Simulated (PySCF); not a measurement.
C12H10O, SMILES C=Cc1ccccc1-c1ccco1 (GFN2-xTB optimised geometry):

```
23

C     -3.172    -1.013    -0.495
C     -2.015    -0.782     0.111
C     -1.251     0.460     0.000
C     -1.917     1.683    -0.037
C     -1.227     2.879    -0.056
C      0.159     2.875    -0.025
C      0.840     1.675     0.000
C      0.155     0.460     0.000
C      0.928    -0.771    -0.037
C      0.662    -2.012    -0.561
C      1.822    -2.791    -0.351
C      2.710    -1.976     0.280
O      2.186    -0.757     0.467
H     -3.708    -1.936    -0.359
H     -3.616    -0.298    -1.168
H     -1.580    -1.538     0.751
H     -2.997     1.687    -0.022
H     -1.767     3.814    -0.081
H      0.705     3.807    -0.025
H      1.920     1.663     0.011
H     -0.231    -2.319    -1.064
H      1.971    -3.814    -0.633
H      3.708    -2.140     0.636
```

Method: CAM-B3LYP/def2-SVP (PySCF).

### Question
What are the frontier orbital energies and the dipole moment?

### Answer
HOMO-2 -9.16 eV, HOMO-1 -8.03 eV, HOMO -7.11 eV, LUMO 0.11 eV, LUMO+1 0.67 eV; dipole moment 0.49 D.

Meta-Löwdin charges at CAM-B3LYP/def2-SVP: C1 -0.23, C2 -0.09, C3 0.00, C4 -0.10, C5 -0.10, C6 -0.10, C7 -0.10, C8 -0.01, C9 0.16, C10 -0.17, C11 -0.17, C12 0.05, O13 -0.24, H14 0.11, H15 0.10, H16 0.11, H17 0.10, H18 0.10, H19 0.10, H20 0.11, H21 0.12, H22 0.12, H23 0.12.
